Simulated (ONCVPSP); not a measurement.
# Before and after: ONCV potential for Mn (Z = 25)

- Element: Mn (Z = 25)
- Generator: ONCVPSP 4.0.1
- Type: optimised norm-conserving Vanderbilt (ONCV)
- Functional: LDA (Perdew-Wang 92)
- Relativity: scalar-relativistic
- Frozen core: [Ne]
- Valence charge: 15
- Reference configuration: 3s2 3p6 3d5 4s1 (charge +1)
- Partial waves: 3s+4s: rc 1.45 bohr, ncon 4, nbas 7, qcut 11 1/bohr, 2 projectors; 3p: rc 0.95 bohr, ncon 5, nbas 8, qcut 8.7 1/bohr, 2 projectors, debl 2.1 Ha; 3d: rc 1.50 bohr, ncon 3, nbas 7, qcut 8.3 1/bohr, 3 projectors, debl 1.7 Ha
- Local potential: polynomial inside 0.75 bohr (lpopt 5, dvloc0 -1 Ha)
- Core correction: Teter function fitted to the true core (icmod 2), fcfact 0.5

In the p channel the program set the typed energies aside and used -2.308, 0.250 Ha.

Change: p: rc 0.9.

Cutoffs: the cutoffs (Ha) at which the residual kinetic energy of the hardest occupied pseudo-wave falls to 1 and 0.1 mHa per electron; they do not see the model core or the augmentation charge, which bear on the density cutoff. Errors are all-electron minus pseudo energies relative to the spin-unpolarised reference configuration.

Problem. What does the change do?

Solution. The potential gets harder (88 Ha and 194 Ha → 104 Ha and 216 Ha); the errors of the 4 common tests hardly move; neither file shows a bound ghost. A smaller radius makes the pseudo-wave follow the all-electron one further in, where it bends more sharply, so more plane waves are needed.

| quantity | base | changed |
| --- | --- | --- |
| cutoff, loose | 88 Ha | 104 Ha |
| cutoff, tight | 194 Ha | 216 Ha |
| loose cutoff by channel | s 34 Ha, p 88 Ha, d 32 Ha | s 34 Ha, p 104 Ha, d 32 Ha |
| bound ghosts | none | none |
| GHOST(+) flags under 300 eV | none | none |
| error for 3s2 3p6 3d5 4s2, meV [ΔE -8.65 eV] | +2.0 | +2.0 |
| error for 3s2 3p6 3d5 4s0, meV [ΔE 15.87 eV] | +0.9 | +0.9 |
| error for 3s2 3p6 3d4 4s0, meV [ΔE 48.69 eV] | +54 | +54 |
| error for 3s2 3p6 3d5 4s1 4p1, meV [ΔE -4.72 eV] | +0.7 | +0.7 |
| s: phases at 1.47 bohr within 0.05 rad from the reference energy up to (Ha; the scan ends near 5) | to the end of the scan | to the end of the scan |
| d: phases at 1.52 bohr within 0.05 rad from the reference energy up to (Ha; the scan ends near 5) | to the end of the scan | to the end of the scan |
| rms error of d²Exc/dni dnj with the model core, mHa | 0.83 | 0.84 |
